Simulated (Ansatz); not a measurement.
C₂H₇BO, SMILES `BOCC`, 11 atoms. The species carries charge 0 and has multiplicity 1. All runs use 4 threads of an Arm Neoverse V1 on a shared host. Correlated methods freeze the cores. Open-shell runs search over several starts.

(1) Give the basis size and wall time and peak host memory of each of these runs in Ansatz. RKS ωB97M-V/def2-QZVPP energy; UKS B2PLYP (frozen core)/def2-TZVPP energy of the cation; direct RPA on PBE orbitals/def2-TZVPP energy; RKS ωB97M-V/def2-TZVPP energy and forces; UKS PBE0-D4/def2-TZVPP energy of the cation; RHF-CCSD(T)/def2-TZVPP energy; RKS PBE0-D4/def2-TZVP frequencies; RKS PBE0-D4/def2-SVP energy; RKS ωB97M-V/def2-SVP energy; RKS BHLYP-D4/def2-TZVPP energy; RKS PBE0-D4/def2-TZVP relaxation (10 steps); RKS CAM-B3LYP-D4/def2-TZVPP energy. (Estimate.)

Results:

(1) Computed: Other jobs shared the machine, so times are rough.

```json
{"level": "RKS PBE0-D4/def2-SVP", "job": "energy", "functions": "91", "wall time": "0.65 s", "peak host memory (GiB)": "0.4"}
{"level": "RKS BHLYP-D4/def2-TZVPP", "job": "energy", "functions": "222", "wall time": "1.6 s", "peak host memory (GiB)": "0.41"}
{"level": "RKS CAM-B3LYP-D4/def2-TZVPP", "job": "energy", "functions": "222", "wall time": "1.9 s", "peak host memory (GiB)": "0.45"}
{"level": "RKS ωB97M-V/def2-SVP", "job": "energy", "functions": "91", "wall time": "2.6 s", "peak host memory (GiB)": "0.4"}
{"level": "direct RPA on PBE orbitals/def2-TZVPP", "job": "energy", "functions": "222", "wall time": "3.4 s", "peak host memory (GiB)": "0.48"}
{"level": "RKS ωB97M-V/def2-TZVPP", "job": "energy and forces", "functions": "222", "wall time": "6.5 s", "peak host memory (GiB)": "0.62"}
{"level": "UKS PBE0-D4/def2-TZVPP", "job": "energy of the cation", "functions": "222", "wall time": "7.5 s", "peak host memory (GiB)": "0.54"}
{"level": "RKS ωB97M-V/def2-QZVPP", "job": "energy", "functions": "438", "wall time": "11 s", "peak host memory (GiB)": "1.4"}
{"level": "RKS PBE0-D4/def2-TZVP", "job": "relaxation (10 steps)", "functions": "166", "wall time": "19 s", "peak host memory (GiB)": "0.33"}
{"level": "UKS B2PLYP (frozen core)/def2-TZVPP", "job": "energy of the cation", "functions": "222", "wall time": "19 s", "peak host memory (GiB)": "0.73"}
{"level": "RHF-CCSD(T)/def2-TZVPP", "job": "energy", "functions": "222", "wall time": "57 s", "peak host memory (GiB)": "3.7"}
{"level": "RKS PBE0-D4/def2-TZVP", "job": "frequencies", "functions": "166", "wall time": "76 s", "peak host memory (GiB)": "0.4"}
```
